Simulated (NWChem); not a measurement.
System: C3H5O2, doublet; SMILES CCO[C]=O

Input file for NWChem:

```
start job
memory heap 200 mb stack 900 mb global 1100 mb
geometry units angstroms noautosym nocenter noautoz
  C     -0.695887    -1.637324     0.297826
  C      0.374377    -0.929095    -0.506839
  O      0.976635     0.180210     0.264835
  C      0.313585     1.318998     0.279732
  O     -0.719443     1.634735    -0.247183
  H     -1.546780    -0.960125     0.507558
  H     -0.290920    -2.012567     1.258193
  H     -1.083809    -2.503689    -0.276012
  H      1.232813    -1.587425    -0.737989
  H     -0.029411    -0.503110    -1.447907
end
basis spherical
  * library 6-31g*
end
dft
  odft
  mult 2
  xc xpbe96 cpbe96
  iterations 150
end
property
  efieldgrad
end
task dft property
```

NWChem printed, in part:

```
             Northwest Computational Chemistry Package (NWChem) 7.3.0
             --------------------------------------------------------

                             Geometry "geometry" -> ""
                             -------------------------

 Output coordinates in angstroms (scale by  1.889725989 to convert to a.u.)

  No.       Tag          Charge          X              Y              Z
 ---- ---------------- ---------- -------------- -------------- --------------
    1 C                    6.0000    -0.69588700    -1.63732400     0.29782600
    2 C                    6.0000     0.37437700    -0.92909500    -0.50683900
    3 O                    8.0000     0.97663500     0.18021000     0.26483500
    4 C                    6.0000     0.31358500     1.31899800     0.27973200
    5 O                    8.0000    -0.71944300     1.63473500    -0.24718300
    6 H                    1.0000    -1.54678000    -0.96012500     0.50755800
    7 H                    1.0000    -0.29092000    -2.01256700     1.25819300
    8 H                    1.0000    -1.08380900    -2.50368900    -0.27601200
    9 H                    1.0000     1.23281300    -1.58742500    -0.73798900
   10 H                    1.0000    -0.02941100    -0.50311000    -1.44790700

 Effective nuclear repulsion energy (a.u.)     169.7567575121

  pbe96 is a nonlocal functional; adding pw91lda local functional.
                              NWChem Property Module
                              ----------------------

  itol2e modified to match energy
  convergence criterion.

                                 NWChem DFT Module
                                 -----------------

 Summary of "ao basis" -> "ao basis" (spherical)
 ------------------------------------------------------------------------------
       Tag                 Description            Shells   Functions and Types
 ---------------- ------------------------------  ------  ---------------------
 C                           6-31g*                  6       14   3s2p1d
 O                           6-31g*                  6       14   3s2p1d
 H                           6-31g*                  2        2   2s

  itol2e modified to match energy
  convergence criterion.

            General Information
            -------------------
          SCF calculation type: DFT
          Wavefunction type:  spin polarized.
          No. of atoms     :    10
          No. of electrons :    39
           Alpha electrons :    20
            Beta electrons :    19
          Charge           :     0
          Spin multiplicity:     2
          Use of symmetry is: off; symmetry adaption is: off
          Maximum number of iterations: 150
          AO basis - number of functions:    80
                     number of shells:    40
          Convergence on energy requested:  1.00D-07
          Convergence on density requested:  1.00D-05
          Convergence on gradient requested:  5.00D-04

              XC Information
              --------------
          PerdewBurkeErnzerhof Exchange Functional  1.000
            Perdew 1991 LDA Correlation Functional  1.000 local
           PerdewBurkeErnz. Correlation Functional  1.000 non-local

             Grid Information
             ----------------
          Grid used for XC integration:  fine
          Radial quadrature: Mura-Knowles
          Angular quadrature: Lebedev.
          Tag              B.-S. Rad. Rad. Pts. Rad. Cut. Ang. Pts.
          ---              ---------- --------- --------- ---------
          C                   0.70       70          11.0       590
          O                   0.60       70          11.0       590
          H                   0.35       60          11.0       590
          Grid pruning is: on
          Number of quadrature shells:   650
          Spatial weights used:  Erf1

      Superposition of Atomic Density Guess
      -------------------------------------

 Sum of atomic energies:        -264.98062960

      Non-variational initial energy
      ------------------------------

[...]

          -----------------------
          Electric field gradient
          -----------------------

 1 a.u. = 0.324123 10**(16) esu/cm**3  ( or statvolts/cm**2 ) = 0.97174 10**(22) v/m**2

 ------------------------------------------------------------
   Atom      X         Y         Z
 ------------------------------------------------------------
    1 C   -1.31504  -3.09409   0.56281
 ------------------------------------------------------------

 Electric field gradient in molecular frame (a.u.)
         XX             YY             ZZ             XY             XZ             YZ
 ------------------------------------------------------------------------------------------
       -0.006158       0.007469      -0.001311      -0.043529       0.036215       0.017574

 Principal components (a.u.) and orientation
 of principal axis w.r.t. absolute frame                      Asymmetry parameter eta
 --------------------------------------------------------------------------------------
       -0.066869       0.047901       0.018969                       0.432664

        0.680691      -0.711478       0.174525
        0.520458       0.637333       0.568269
       -0.515542      -0.295983       0.804121

 ------------------------------------------------------------
   Atom      X         Y         Z
 ------------------------------------------------------------
    2 C    0.70747  -1.75573  -0.95779
 ------------------------------------------------------------

 Electric field gradient in molecular frame (a.u.)
         XX             YY             ZZ             XY             XZ             YZ
 ------------------------------------------------------------------------------------------
        0.133351      -0.159673       0.026322      -0.199516      -0.102576      -0.271596

 Principal components (a.u.) and orientation
 of principal axis w.r.t. absolute frame                      Asymmetry parameter eta
 --------------------------------------------------------------------------------------
       -0.439935       0.250314       0.189621                       0.137959

        0.361888       0.656756      -0.661596
        0.768702      -0.611728      -0.186778
        0.527384       0.440977       0.726226

 ------------------------------------------------------------
   Atom      X         Y         Z
 ------------------------------------------------------------
    3 O    1.84557   0.34055   0.50047
 ------------------------------------------------------------

 Electric field gradient in molecular frame (a.u.)
         XX             YY             ZZ             XY             XZ             YZ
 ------------------------------------------------------------------------------------------
        0.655366      -1.296250       0.640884       0.137258      -0.186415      -0.793409

 Principal components (a.u.) and orientation
 of principal axis w.r.t. absolute frame                      Asymmetry parameter eta
 --------------------------------------------------------------------------------------
       -1.581725       1.049604       0.532122                       0.327163

       -0.029991      -0.491767       0.870210
        0.942163      -0.304654      -0.139694
        0.333810       0.815690       0.472462

 ------------------------------------------------------------
   Atom      X         Y         Z
 ------------------------------------------------------------
    4 C    0.59259   2.49254   0.52862
 ------------------------------------------------------------

 Electric field gradient in molecular frame (a.u.)
         XX             YY             ZZ             XY             XZ             YZ
 ------------------------------------------------------------------------------------------
        0.064212       0.049427      -0.113639       0.041343       0.270204       0.174733

 Principal components (a.u.) and orientation
 of principal axis w.r.t. absolute frame                      Asymmetry parameter eta
 --------------------------------------------------------------------------------------
       -0.346803       0.330839       0.015964                       0.907936

       -0.501620       0.665674      -0.552500
       -0.304705       0.461780       0.833015
        0.809650       0.586206      -0.028804

 ------------------------------------------------------------
   Atom      X         Y         Z
 ------------------------------------------------------------
    5 O   -1.35955   3.08920  -0.46711
 ------------------------------------------------------------

 Electric field gradient in molecular frame (a.u.)
         XX             YY             ZZ             XY             XZ             YZ
 ------------------------------------------------------------------------------------------
       -0.432323       0.634161      -0.201838      -0.038381      -0.169035       0.261946

 Principal components (a.u.) and orientation
 of principal axis w.r.t. absolute frame                      Asymmetry parameter eta
 --------------------------------------------------------------------------------------
        0.715667      -0.529379      -0.186288                       0.479399

       -0.074104       0.855306      -0.512797
        0.955248      -0.086783      -0.282790
        0.286374       0.510804       0.810598

 ------------------------------------------------------------
   Atom      X         Y         Z
 ------------------------------------------------------------
    6 H   -2.92299  -1.81437   0.95915
 ------------------------------------------------------------

 Electric field gradient in molecular frame (a.u.)
         XX             YY             ZZ             XY             XZ             YZ
 ------------------------------------------------------------------------------------------
       -0.105013      -0.016149       0.121162       0.186895       0.060971      -0.045147

[...]
```

Level: PBE/6-31G* (spherical d), spin-unrestricted. All runs use the structure optimised with PBE-D3(BJ)/def2-SVP, spin-unrestricted. No frequency run checked for a minimum. No stability test was run on the SCF state. NWChem prints the field gradient with the sign opposite to the second derivative of the potential.
